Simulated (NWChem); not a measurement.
System: C4H5F; SMILES C(=C\C=C)/F

```xyz
10

C     -0.2684     2.4519     0.0000
C      0.3782     1.2771     0.0000
C     -0.2761    -0.0217     0.0000
C      0.4035    -1.1716     0.0000
F     -0.2144    -2.3664     0.0000
H     -1.3546     2.5060     0.0000
H      0.2677     3.3958     0.0000
H      1.4685     1.2719     0.0000
H     -1.3634    -0.0588     0.0000
H      1.4862    -1.2654     0.0000
```
Atoms are numbered in this order, from 1.

Results from NWChem. Pople sets run with spherical d functions. Structure relaxed at the B3LYP/6-31G* (spherical d) level. Isolated, static molecule.

GIAO at B3LYP/6-31G*: principal shieldings of C1 are -15.9, 86.9, 165.9 ppm; an isolated tetramethylsilane molecule has σ = 190.2 ppm at the same levels.

Task: Find the isotropic 13C shift, its principal values, the span and the skew.

Result: 
1. σ(iso) = one third of the sum = 79.0 ppm.
2. δ = σ(reference) − σ = 111.2 ppm against tetramethylsilane.
3. δ11, δ22, δ33 = 206.1, 103.3, 24.3 ppm.
4. Span Ω = δ11 − δ33 = 181.8 ppm; skew κ = 3(δ22 − δ(iso))/Ω = -0.13.
